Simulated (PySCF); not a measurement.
BiF3, singlet: computed properties

These are results of PBE0 in PySCF with Bi def2-TZVP with ECP60, F def2-TZVP; scalar-relativistic core potentials, no spin–orbit coupling; density-fitted integrals, not measurements.

The structure is a saddle point with 1 imaginary mode.

- Point group: C2v
- Bond lengths: Bi–F 1.968 Å, Bi–F 2.077 Å (×2)
- Bond angles: F–Bi–F 87.2° (×2), F–Bi–F 174.3°
- Zero-point energy (real modes): 11.7 kJ/mol
- Principal quadrupole moments (Buckingham, traceless) about the centre of mass: -18.34, 3.26, 15.08 D Å
- Dipole moment: 3.28 D
- Principal polarisabilities: 26.2, 35.4, 48.2 bohr³
- Atomisation energy without zero-point energy: 1074 kJ/mol
- Highest occupied level: -9.12 eV
- Lowest empty level: -4.55 eV
- Rotational constants: 0.2494, 0.1031, 0.07292 cm⁻¹

Harmonic modes (masses in u: Bi 208.980, F 18.998):
| symmetry | ω (cm⁻¹) | IR (km/mol) |
| --- | --- | --- |
| b1 | 166i | – |
| a1 | 100 | 20.7 |
| b2 | 224 | 3.4 |
| b2 | 488 | 258 |
| a1 | 525 | 1.0 |
| a1 | 615 | 85.8 |

In C2v the vibrations span b1 + 3a1 + 2b2. Here b1 is antisymmetric to the molecular plane and b2 lies in it.

Charges (e):
```csv
atom,Mulliken,Löwdin,polar tensor,Mayer order to Bi1
Bi1,1.46,1.10,2.09,–
F2,-0.43,-0.29,-0.62,0.90
"F3,4",-0.51,-0.41,-0.74,0.77
```

Mulliken populations on Bi1 (electrons outside its core potential): s 3.95, p 7.20, d 10.26, f 0.14.

Outer orbital energies (eV). occupied: -12.46, -12.09, -11.61, -10.88, -10.66, -10.58, -10.42, -9.12; empty: -4.55, -1.71, -0.07, 2.84.

Only a few start shapes were tried, so a lower isomer may exist. At this level a singlet minimum of C3v symmetry lies 142 kJ/mol below this structure. With an element this heavy the missing spin–orbit coupling can shift these numbers.

The final relaxation and frequency run took about 2.6 core-minutes on a shared host.
